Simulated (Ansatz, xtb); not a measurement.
## Relative energy of two isomers of C4H3BCl2O

Structure X is `ClB(Cl)c1ccoc1`, a singlet and structure Y is `O=C1C=C[C@@H]1B(Cl)Cl`, a singlet. Both are isolated molecules in the gas phase, relaxed with B3LYP/def2-SVP; the shapes shown needn't be the lowest conformers.

X (Å):

```xyz
11

C    -0.7355   -0.1307   -0.0965
C    -1.4103    1.1346    0.1130
C    -0.4535    2.0989    0.0693
C     0.5934    0.2099   -0.2490
B    -1.3233   -1.5430   -0.1450
Cl   -3.0564   -1.8100    0.0701
Cl   -0.2916   -2.9551   -0.4176
O     0.7726    1.5351   -0.1520
H    -2.4764    1.2787    0.2736
H    -0.4668    3.1808    0.1705
H     1.4839   -0.3887   -0.4271
```

Y (Å):

```tsv
atom	x (Å)	y (Å)	z (Å)
C	0.7761	1.3414	-1.0248
C	0.8095	-0.1418	-1.1216
C	0.4974	-0.2827	0.1858
C	0.4047	1.1999	0.5328
B	-0.9615	1.8431	0.9427
Cl	-2.4715	0.9499	0.7617
Cl	-1.0196	3.4944	1.5403
O	0.9414	2.2788	-1.7455
H	1.0028	-0.8353	-1.9422
H	0.3469	-1.1648	0.8125
H	1.2261	1.5857	1.1626
```

**Question.** Estimate E(Y) − E(X) at the level CCSD(T)/def2-SVP + ΔMP2/def2-TZVPP.

**Answer.** Calculated at CCSD(T)/def2-SVP + ΔMP2/def2-TZVPP: E(Y) − E(X) = +26.1 kcal/mol, so structure X lies lower.

Level by level:

| level | geometry | E(Y) − E(X) (kcal/mol) | departure from the last row (kcal/mol) | job, with rough time for the two |
| --- | --- | --- | --- | --- |
| GFN2-xTB | GFN2-xTB | +39.8 | +13.8 | optimisation, 0.23 s |
| HF/STO-3G | GFN2-xTB | +45.4 | +19.3 | single point, 0.4 s |
| r2SCAN-D4/def2-SVP | GFN2-xTB | +29.0 | +2.9 | single point, 3.7 s |
| B3LYP/def2-SVP | B3LYP/def2-SVP | +28.5 | +2.4 | optimisation, 42 s |
| HF/def2-SVP | B3LYP/def2-SVP | +25.8 | −0.2 | part of the CCSD(T) run |
| MP2/def2-SVP | B3LYP/def2-SVP | +27.6 | +1.6 | part of the CCSD(T) run |
| CCSD(T)/def2-SVP | B3LYP/def2-SVP | +25.4 | −0.7 | single point |
| CCSD(T)/def2-SVP + ΔMP2/def2-TZVPP | B3LYP/def2-SVP | +26.1 |  | single point, 60 s |

As drawn, Y has 1 C=O, 3 C–C, 1 C=C in place of 3 C∷C, 2 C∷O (∷ is an aromatic bond). Structure X has a 5-membered ring (with an aromatic ring), Y a 4-membered ring.

None of the levels shown reverses the order. The largest departure from CCSD(T)/def2-SVP + ΔMP2/def2-TZVPP is that of HF/STO-3G, 19.3 kcal/mol. The last row adds to CCSD(T) the change of the MP2 difference between the two basis sets, here +0.7 kcal/mol.

With thermal terms from frequencies at re-optimised GFN2-xTB minima (ideal gas, soft modes damped towards free rotors, one conformer each, 298.15 K, 1 atm): the zero-point term adds −1.4 kcal/mol; ΔH is +25.1 and ΔG +24.2 kcal/mol.

The correlated steps freeze 16 core orbitals. Mirror images aren't counted in ΔG. Codes used: Ansatz 0.2.0, xtb 6.7.1; the last row on 4 threads of Arm Neoverse V1 on a shared host.
